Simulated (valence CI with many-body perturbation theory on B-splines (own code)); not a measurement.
Results of a calculation; reference values are marked as such.
Basis-set convergence for Pb9+

Level of theory: valence CI with perturbative core correlation (CI+MBPT): five valence electrons over a frozen Dirac-Fock core [Xe] 4f14, radial functions for each j: 7 s, 7 p, 8 d, 6 f, 4 g, 1 h, with the one-electron correlation potential Σ1, the two-electron term Σ2, the three-electron term Σ3, Breit, model QED; selected CI, second order for the rest, scaled by the run's own slope (own B-spline code, finite nucleus).

No measured levels were compared; by estimate terms of the open shell hold to 2 to 4 % of their energy, and close levels can change places. Among the levels kept, up to 480 cm⁻¹ of a level comes from second order outside the variational space, and about a tenth of that is noise between levels of different J, which matters for small intervals. Only levels of the ground parity were solved; by the run's estimate the other parity begins above the list, which can be wrong where configurations are misplaced.

The reference run has the lowest level (5d3/2^4 5d5/2) J=5/2 [a] and an ionisation energy of 159.554 eV. Its largest variational space holds 19996 state functions.

Levels are named by their leading jj configuration (3d3/2^4 stands for four electrons in 3d with j = 3/2), which in mixed levels can hold well under half, so a name can repeat and another be missing. Letters in brackets count levels of one name in rising energy.

Changed runs:
A. basis 6 s, 6 p, 5 d, 5 f, 1 g
B. basis 5 s, 5 p, 4 d, 4 f

Excitation energies of the reference run in cm⁻¹, and shifts in cm⁻¹:

| Level | Reference | A | B |
| --- | --- | --- | --- |
| (5d3/2^4 5d5/2) J=5/2 [b] | 20534 | +250 | +1062 |
| (5d3/2^3 5d5/2^2) J=7/2 [a] | 33218 | +261 | +1391 |
| (5d3/2^3 5d5/2^2) J=3/2 [a] | 34576 | +278 | +1280 |
| (5d3/2^3 5d5/2^2) J=11/2 | 35983 | +309 | +1438 |
| (5d3/2^3 5d5/2^2) J=9/2 | 38898 | +262 | +1484 |
| (5d3/2^3 5d5/2^2) J=5/2 | 39234 | +214 | +1273 |
| (5d3/2^3 5d5/2^2) J=1/2 | 42159 | +289 | +1322 |
| (5d3/2^3 5d5/2^2) J=7/2 [b] | 48451 | +319 | +1841 |
| (5d3/2^2 5d5/2^3) J=5/2 [a] | 51589 | +321 | +1516 |
| (5d3/2^2 5d5/2^3) J=7/2 [a] | 56478 | +291 | +1739 |
| (5d3/2^2 5d5/2^3) J=11/2 | 57928 | +318 | +1617 |
| (5d3/2^3 5d5/2^2) J=3/2 [b] | 58892 | +413 | +1794 |
| Ionisation energy (eV) | 159.554 | -0.058 | -0.096 |
